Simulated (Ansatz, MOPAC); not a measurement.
Diatomic Ru₂, multiplicity 7 (lowest of 2S+1 = 1, 3, 5, 7, 9 at PBE0/def2-TZVPP; our sources give no spin for the ground state, which may be another). No spin–orbit coupling.

Seven points along R, fitted to fifth degree in 1/R; most abundant isotopes. In def2 and cc sets the state is the lowest found near the PBE0 minimum, followed along R.

Run with Ansatz (Gaussian basis) for Hartree–Fock, density functionals and correlated methods; MOPAC for PM7 (differences of heats of formation). Each number belongs to the level named beside it. In def2 rows elements past Kr take small-core potentials, without spin–orbit coupling.

```tsv
level	r_e (Å)	ω_e (cm⁻¹)	ω_e x_e (cm⁻¹)	B_e (cm⁻¹)
PM7	2.346	254	0.26	0.0601
SVWN5/def2-TZVPP	2.188	357	0.75	0.0691
PBE/def2-TZVPP	2.225	332	0.74	0.0668
r2SCAN/def2-TZVPP	2.198	351	0.72	0.0685
B97M-V/def2-TZVPP	2.229	328	0.75	0.0666
PBE0/def2-TZVPP	2.230	310	1.3	0.0665
CAM-B3LYP/def2-TZVPP	2.242	319	3.5	0.0658
```

The state reached by PM7 isn't checked; PM7 holds dispersion and hydrogen-bond terms.

Ansatz is a program for electronic structure.
